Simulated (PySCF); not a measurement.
# Polarisability and C₆ of Rb (rubidium, neutral)

[Kr] 5s1, 2S determinant. All numbers are calculated (PySCF 2.14, the spin-free X2C one-electron Hamiltonian (Gaussian nucleus), in x2c-QZVPPall with one added diffuse shell each of s, p, d, f, g type (14s9p8d4f3g, 136 functions)). Coupled (time-dependent) response in atomic units; α is the mean over directions.

```tsv
method	mean α (bohr³)	C₆ (like pair)	S(−4)
PBE0	396.9	6422	144600
revPBE	412.1	6766	157000
```

S(−4) is the Cauchy moment in α(ω) = α(0) + S(−4) ω² + …

Reference α: 319.8 ± 0.3 bohr³ (recommended; Schwerdtfeger and Nagle, table of static dipole polarizabilities (2023 update)). Published C₆: 4769 (Chu and Dalgarno (2004); Tang, Norbeck and Certain (1976)).

α(iu) at PBE0:

```json
{"u (hartree)": "0", "α(iu) (bohr³)": "396.9"}
{"u (hartree)": "0.0500", "α(iu) (bohr³)": "209.9"}
{"u (hartree)": "0.100", "α(iu) (bohr³)": "91.28"}
{"u (hartree)": "0.200", "α(iu) (bohr³)": "33.23"}
{"u (hartree)": "0.300", "α(iu) (bohr³)": "19.46"}
{"u (hartree)": "0.500", "α(iu) (bohr³)": "10.92"}
{"u (hartree)": "0.750", "α(iu) (bohr³)": "7.005"}
{"u (hartree)": "1.00", "α(iu) (bohr³)": "4.960"}
{"u (hartree)": "1.50", "α(iu) (bohr³)": "2.851"}
{"u (hartree)": "2.00", "α(iu) (bohr³)": "1.838"}
{"u (hartree)": "3.00", "α(iu) (bohr³)": "0.9451"}
{"u (hartree)": "5.00", "α(iu) (bohr³)": "0.3931"}
```

A single London oscillator, α(iu) = α/(1 + u²/ω²), gives C₆ = (3/4) ω α². Matching the computed C₆ needs ω = 4 × 6422 / (3 × 396.9²) = 0.0544 hartree.
